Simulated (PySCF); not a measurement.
C8H18N2.
Cartesian coordinates in Å at the PBE0-D3(BJ)/def2-SVP level; atoms count from 1:
```
atom  x, y, z in Å
C1     2.299    0.635    1.514
C2     2.283   -0.130    0.187
C3     3.691   -0.414   -0.321
C4     1.474    0.611   -0.846
N5     0.200    0.713   -0.881
N6    -0.554    0.137    0.063
C7    -1.964   -0.077   -0.273
C8    -2.606   -0.713    0.955
C9    -2.097   -1.001   -1.487
C10   -2.603    1.278   -0.566
H11    1.277    0.848    1.863
H12    2.822    0.063    2.296
H13    2.818    1.599    1.394
H14    1.789   -1.108    0.367
H15    4.227    0.527   -0.524
H16    4.276   -0.978    0.421
H17    3.673   -0.997   -1.255
H18    2.011    1.153   -1.637
H19   -0.134   -0.650    0.564
H20   -3.676   -0.898    0.779
H21   -2.504   -0.055    1.831
H22   -2.136   -1.682    1.192
H23   -3.153   -1.154   -1.760
H24   -1.653   -1.988   -1.276
H25   -1.572   -0.565   -2.349
H26   -2.520    1.937    0.311
H27   -2.089    1.763   -1.407
H28   -3.666    1.157   -0.819
```

All values: PBE0/pcSseg-1 (PySCF, non-relativistic), on one gas-phase PBE0-D3(BJ)/def2-SVP geometry that isn't relaxed in the solvent. The solvent is an IEF-PCM continuum (cavity from Bondi-type radii × 1.2). The model holds no explicit solvent molecules, cavitation or dispersion.

Gas phase at PBE0/pcSseg-1: HOMO -6.08 eV, LUMO 0.43 eV, dipole 1.76 D.

Question: What does the continuum do to the energy, the frontier levels and the dipole at PBE0/pcSseg-1 in dichloromethane and methanol?

Answer: 
| solvent | ε | E(solvent) − E(gas) (kcal/mol) | polarisation term (kcal/mol) | distortion of the solute (kcal/mol) | HOMO (eV) | LUMO (eV) | dipole (D) |
| --- | --- | --- | --- | --- | --- | --- | --- |
| dichloromethane | 8.93 | -4.00 | -4.66 | 0.66 | -6.13 | 0.35 | 2.52 |
| methanol | 32.61 | -4.75 | -5.73 | 0.98 | -6.15 | 0.33 | 2.69 |

The polarisation term is half the interaction of the solute with the surface charges that it induces; the rest is the cost of distorting the solute's density. The sum is the electrostatic part of solvation alone. From dichloromethane to methanol the lowering changes by a factor 1.19, Onsager's factor (ε − 1)/(2ε + 1) by 1.14 and ε itself by 3.7.

Question: Which radius a makes the point-dipole formula ΔE = −[(ε − 1)/(2ε + 1)]·μ²/a³ give the value in methanol, with the gas-phase dipole?

Answer: μ = 0.692 au and |ΔE| = 0.00757 Eh give a = 1.65 Å; the farthest nucleus lies 4.42 Å from the centroid of the nuclei, so such a sphere wouldn't even hold the nuclei. The formula assumes a rigid point dipole at the centre of a sphere.

Question: Give the dipole vector in the frame of the coordinates (D, pointing from negative to positive charge), gas and methanol.

Answer: Gas (0.27, -1.49, 0.89), solvent (0.39, -2.30, 1.34). Its length changes by +53 % and its direction by less than 1°.

Question: Which Hirshfeld charges (PBE0/pcSseg-1) respond most in dichloromethane (means over atoms taken as equivalent)?

Answer: 
```json
{"atoms": "N5", "environment": "C=N nitrogen", "gas (e)": "-0.089", "solvent (e)": "-0.111", "change": "-0.022"}
{"atoms": "H19", "environment": "N–H hydrogen", "gas (e)": "+0.102", "solvent (e)": "+0.113", "change": "+0.011"}
{"atoms": "H14", "environment": "methine hydrogen", "gas (e)": "+0.031", "solvent (e)": "+0.039", "change": "+0.008"}
{"atoms": "N6", "environment": "nitrogen bonded to C, N and H", "gas (e)": "-0.072", "solvent (e)": "-0.077", "change": "-0.005"}
{"atoms": "C4", "environment": "C=N carbon", "gas (e)": "-0.007", "solvent (e)": "-0.009", "change": "-0.002"}
{"atoms": "C2", "environment": "sp3 CH carbon", "gas (e)": "-0.026", "solvent (e)": "-0.025", "change": "+0.001"}
```

Question: How do the nuclear quadrupole coupling constants eQVzz/h respond in dichloromethane?

Answer: 
| nucleus | Q (barn) | gas (MHz) | solvent (MHz) | η gas | η solvent |
| --- | --- | --- | --- | --- | --- |
| 14N at N5 | 0.02044 | -5.87 | -5.75 | 0.10 | 0.10 |
| 14N at N6 | 0.02044 | -5.86 | -5.76 | 0.31 | 0.35 |

On Arm Neoverse V1, one thread, no GPU, shared host with 32 logical CPUs at a one-minute load of 22, this took 71 s and 1.4 GiB of memory at its peak. This is the whole shielding run at PBE0/pcSseg-1 in methanol, SCF included.
